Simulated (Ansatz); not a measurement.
The cluster Te2Mo⁺. Charge 1, multiplicity 4. Geometry PBE0-D4/def2-TZVP; atoms count from 1.

```xyz
3

Mo    0.914    0.083   -0.612
Te   -0.154   -1.799    0.519
Te   -0.760    1.716    0.093
```

In the def2 sets Mo, Te take a core potential; there is no spin–orbit coupling. At PBE0-D4/def2-TZVP a doublet of charge 1 lies 0.52 eV below the quartet, each at its own geometry. That doublet is doubtful there (⟨S²⟩ 1.88, where a pure state has 0.75). The structure comes from a short search, and lower isomers may exist.

Q: Estimate the Mulliken populations from the PBE0/def2-TZVP orbitals of Ansatz.

A: 
```tsv
atom	charge (e)	spin (α − β)	d electrons
Mo1	0.68	2.39	4.63
Te2	0.16	0.30	–
Te3	0.16	0.30	–
```
Mulliken values and Mayer orders depend strongly on the basis.

Q: Where does the spin sit?

A: Summed by element: Mo 2.39, Te 0.61, of 3 unpaired in all. Largest on single atoms: Mo1 2.39, Te2 0.30, Te3 0.30.

Q: And the Mayer bond orders between bonded heavy atoms (over 0.3)?

A: Mo1–Te2 2.06 (2.44 Å); Mo1–Te3 2.06 (2.44 Å). Values over 0.3 also appear between atoms too far apart for a bond (Te2–Te3 0.46 at 3.59 Å); they arise where an orbital or an unpaired electron spreads over both atoms.
